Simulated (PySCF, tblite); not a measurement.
Calculations on `B1(CCCC1)BN`, in the order of a workflow; each names the level of the geometry that it ran on. Settings lines and outputs come from a driver script.

Compound: C4H11B2N.
Bonds: N1–B2, B2–B3, B3–C4, C4–C5, C5–C6, C6–C7, B3–C7. Hydrogens: H8, H9 on N1; H10 on B2; H11, H12 on C4; H13, H14 on C5; H15, H16 on C6; H17, H18 on C7.

Step 1: GFN2-xTB geometry optimisation, gas phase (tblite 0.8.0) (from a force-field or distance-geometry start)
```json
{"job": {"kind": "relax", "xc": "GFN2-xTB", "basis": "xTB"}, "charge": 0, "multiplicity": 1}
```
```
step      E/eV     max force
  0    -530.58349    2.512
  1    -530.85426    1.755
  2    -531.04263    0.845
...
 92    -532.25659    0.016
 93    -532.25666    0.013
 94    -532.25669    0.013
 95    -532.25671    0.010
 96    -532.25672    0.008
```

Energy lowered by 38.6 kcal/mol over 96 steps; largest atomic force 0.008 eV/Å at the end. «max force» is the largest atomic force in eV/Å.

Hardware: an Arm Neoverse N1 with one thread (shared host). Cost: 0.94 s of wall time.

Step 2: GFN2-xTB harmonic vibrations, gas phase (tblite 0.8.0) (on the GFN2-xTB geometry)
```json
{"job": {"kind": "ir", "xc": "GFN2-xTB", "basis": "xTB"}, "charge": 0, "multiplicity": 1}
```
```
(table of modes left out)
```

48 modes from 67 to 3501 cm⁻¹ (unscaled, harmonic); zero-point energy 95.6 kcal/mol; all wavenumbers are real at this level.

On one thread, Arm Neoverse N1 (aarch64), shared host, this took 0.85 s.

Step 3: TDDFT PBE0/def2-SVPD, vertical, gas phase, core orbitals frozen in the response (PySCF 2.14.0, density-fitted response routines) (on the GFN2-xTB geometry)
```json
{"job": {"kind": "uv", "xc": "PBE0", "basis": "def2-SVPD", "nstates": 8, "ntriplets": 3}, "charge": 0, "multiplicity": 1}
```
```
...
Static polarisability (au): isotropic 82.118, principal 72.047 76.933 97.374
Singlet excitations
state   eV       nm        f      main configurations
  1   5.1110    242.6   0.00819   H->L 0.97
  2   5.5764    222.3   0.00090   H-1->L 0.94
  3   6.2164    199.4   0.00381   H->L+1 0.96
  4   6.6667    186.0   0.00855   H-2->L 0.92
  5   6.9130    179.3   0.00142   H->L+2 0.95
  6   7.0156    176.7   0.01940   H-3->L 0.96
  7   7.1552    173.3   0.00349   H-4->L 0.97
  8   7.2047    172.1   0.02048   H-5->L 0.73, H-1->L+1 0.22
Triplet excitations (Tamm-Dancoff, eV): 4.3850 5.0498 5.5060
```

HOMO -7.45 eV, LUMO -0.64 eV; lowest singlet 5.11 eV; lowest triplet 4.38 eV (Tamm–Dancoff); mean polarisability 82.1 au.

Hardware: one thread, Arm Neoverse N1 (aarch64), no GPU, shared host with 64 logical CPUs at a one-minute load of 58. Cost: 79 s wall, 0.89 GiB resident at most.

Geometry of the electronic-property runs (GFN2-xTB):
```
atom  x, y, z in Å
N1     2.9416    0.7818    0.4112
B2     2.0147    0.7892   -0.6218
B3     0.4702    0.2202   -0.4834
C4    -0.8249    1.0184   -0.0234
C5    -2.0212    0.1322   -0.4041
C6    -1.4976   -1.2980   -0.2888
C7    -0.0650   -1.2328   -0.8391
H8     2.7486    0.4274    1.3333
H9     3.8839    1.1273    0.3284
H10    2.4138    1.2419   -1.6395
H11   -0.9317    2.0319   -0.4115
H12   -0.7849    1.1181    1.0665
H13   -2.3063    0.3326   -1.4394
H14   -2.8960    0.3050    0.2251
H15   -1.4698   -1.5925    0.7631
H16   -2.1254   -2.0144   -0.8213
H17   -0.0975   -1.3063   -1.9311
H18    0.5387   -2.0757   -0.5004
```

 (This holds for the electronic-property runs.)

One conformer stands for the species.
